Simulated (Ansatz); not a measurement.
Geometry optimisation, Ansatz 0.2.0, RHF/def2-SVP.

input.yaml

```yaml
crystal:
  periodic: [false, false, false]
  atoms:
    - { symbol: B, position_ang: [-1.3101, 0.7477, -0.0734] }
    - { symbol: C, position_ang: [0.1577, 0.294, -0.1916] }
    - { symbol: C, position_ang: [0.3311, -0.9626, 0.6532] }
    - { symbol: O, position_ang: [0.5557, 0.0498, -1.542] }
    - { symbol: O, position_ang: [0.9861, 1.3203, 0.2734] }
    - { symbol: H, position_ang: [-1.6136, 1.878, 0.3472] }
    - { symbol: H, position_ang: [-2.2106, 0.0903, -0.4386] }
    - { symbol: H, position_ang: [1.03584, -0.84528, 1.43026] }
    - { symbol: H, position_ang: [0.58122, -1.87852, -0.01908] }
    - { symbol: H, position_ang: [-0.66163, -1.23914, 1.14388] }
    - { symbol: H, position_ang: [-0.0698, -0.7366, -1.8222] }
    - { symbol: H, position_ang: [1.9435, 1.0756, 0.1198] }
basis:
  gaussian: { orbitals: def2-SVP }
hamiltonian:
  xc: hf
relax:
  f_tol: 0.015
  max_steps: 40
```

Command:

```bash
$ ansatz run input.yaml --threads 1 --pin off --max-ram 2048MiB --backend cpu --events-out ev --progress --plain --runs-dir out
```

Question: Where does it end, and by what steps?

Answer: The forces met the threshold. After 12 steps the energy has fallen by 0.864 eV; H10 moved furthest, 0.96 Å.

```tsv
step	energy less start (eV)	largest force component (eV/Å)	accepted
0	0.0000	3.539	yes
1	-0.5982	1.104	yes
2	-0.6533	0.737	yes
3	-0.6725	0.638	yes
4	-0.7266	0.403	yes
5	-0.7871	0.265	yes
6	-0.8384	0.252	yes
7	-0.8554	0.453	yes
8	-0.8604	0.139	yes
9	-0.8636	0.029	yes
10	-0.8638	0.015	yes
11	-0.8637	0.055	no
12	-0.8639	0.012	yes
```

```xyz
12
Properties=species:S:1:pos:R:3
B -1.393 0.736 -0.222
C 0.140 0.290 -0.146
C 0.306 -0.978 0.690
O 0.645 0.078 -1.448
O 0.887 1.326 0.390
H -1.816 1.646 0.427
H -2.130 0.100 -0.926
H 1.361 -1.264 0.706
H -0.265 -1.813 0.278
H -0.021 -0.810 1.718
H 0.204 -0.647 -1.862
H 1.806 1.131 0.276
```

Whether the end is a true minimum wasn't checked by a vibrational analysis.

The run took 32 s on 1 CPU thread of a shared host.
